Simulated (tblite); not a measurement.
Compound: C3H4NS2Si (doublet state).
Atom-mapped SMILES: `[N:1]#[C:2][C@H:3]1[CH:4][S:5][SiH2:6][S:7]1` (hydrogens: H8 on C3; H9 on C4; H10, H11 on Si6)

The geometry is computed with GFN2-xTB (gas phase). This method treats the open shell by occupation alone, without spin polarisation.

List the bond lengths, angles and torsions at this level.

| bond | length (Å) | order |
| --- | --- | --- |
| N1≡C2 | 1.144 | triple |
| C2–C3 | 1.437 | single |
| C3–C4 | 1.452 | single |
| C4–S5 | 1.703 | single |
| S5–Si6 | 2.201 | single |
| Si6–S7 | 2.123 | single |
| C3–S7 | 1.936 | single |
| C3–H8 | 1.091 | single |
| C4–H9 | 1.073 | single |
| Si6–H10 | 1.450 | single |
| Si6–H11 | 1.447 | single |

Orders are formal, as drawn. A selection of angles:
| angle | degrees |
| --- | --- |
| N1–C2–C3 | 176.6 |
| C2–C3–C4 | 111.9 |
| C2–C3–S7 | 103.6 |
| C2–C3–H8 | 110.9 |
| C4–C3–S7 | 110.9 |
| C4–C3–H8 | 113.4 |
| S7–C3–H8 | 105.5 |
| C3–C4–S5 | 120.8 |
| C3–C4–H9 | 121.8 |
| S5–C4–H9 | 117.3 |
| C4–S5–Si6 | 96.6 |
| S5–Si6–S7 | 100.1 |
| S5–Si6–H10 | 106.6 |
| S5–Si6–H11 | 106.4 |
| S7–Si6–H10 | 114.2 |
| S7–Si6–H11 | 109.8 |
| H10–Si6–H11 | 117.9 |
| C3–S7–Si6 | 92.9 |

Dihedral angles: C2–C3–C4–S5 67° (synclinal); C3–C4–S5–Si6 25° (synperiplanar); C4–S5–Si6–S7 6° (synperiplanar); S5–Si6–S7–C3 -24° (synperiplanar); C2–C3–S7–Si6 -78° (synclinal).

The 2 C–S bonds span 1.703 Å (C4–S5, drawn single) to 1.936 Å (C3–S7, drawn single), a spread of 0.233 Å. The 5-membered ring C3–C4–S5–Si6–S7 has internal angles of 92.9° to 120.8° (sum 521°, against 540° for a flat polygon); it is puckered, 0.21 Å rms from its mean plane, widest ring torsion 48°. The S–Si distances run from 2.123 Å (Si6–S7, drawn single) to 2.201 Å (S5–Si6, drawn single), a spread of 0.078 Å. C4 (carbon bonded to C, S and H) is planar (angles 121.8°, 120.8° and 117.3°, sum 359.9°, 0.03 Å off the plane of its three neighbours). Si6 (silicon bonded to 2 S and 2 H) is distorted tetrahedral (angles from 100.1° to 117.9°).

Point group: C1 (no symmetry element, even within 0.4 Å). Its GFN2-xTB frequencies are all real (lowest 64 cm⁻¹). 3 starts were optimised and ended at 0.00, 0.00 and 1.84 kcal/mol (GFN2-xTB); the lowest of these is shown.

One conformer stands for the species.
